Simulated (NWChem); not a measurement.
H₂Ge in NWChem

```xyz
3

Ge     0.0000     0.0000     0.0664
H     -1.1425     0.0000    -1.0616
H      1.1425     0.0000    -1.0616
```
Charge 0, spin multiplicity 1.

Program: NWChem. Structure: optimised with B3LYP/def2-SVP, a minimum by its harmonic frequencies.

Symmetry labels belong to the abelian group C2v used in the runs, with the axes of the coordinates shown.

The Hamiltonian is non-relativistic. The structure started from a generated list of species.

Problem. List the lowest 6 singlet excitations that TD-PBE/def2-SVPD gives, with oscillator strengths.

Solution. 
```csv
state,symmetry,energy (eV),wavelength (nm),f
1,b2,2.39,518,0.009
2,a2,3.79,327,0.000
3,a1,5.97,208,0.186
4,b1,6.83,182,0.130
5,a1,7.51,165,0.001
6,b1,7.78,159,0.331
```
